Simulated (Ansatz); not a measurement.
Two shapes of singlet BF₃.

Shape 1:

```xyz
4

B     0.0136   -0.0481   -0.0022
F     1.2932    0.0440   -0.0166
F    -0.6680    1.1296   -0.0481
F    -0.6646   -1.1204    0.0469
```

Shape 2:

```xyz
4

B     0.0000    0.0000    0.0000
F     1.4152    0.0000    0.0000
F    -0.7076    1.2256    0.0000
F    -0.7076   -1.2256    0.0000
```

Basis set: 6-31G* (spherical functions). Left uncorrelated: 4 orbitals. Charge 0, multiplicity 1.

Computed with Ansatz (development build ahead of 0.2.0); each method stands on the lowest determinant of its kind that the runs found.

Which shape is lower in energy, and by how much in each method?

```tsv
method	E(2) − E(1) (eV)
RHF	0.827
RHF-MP2	0.387
```

Shape 1 is lower.
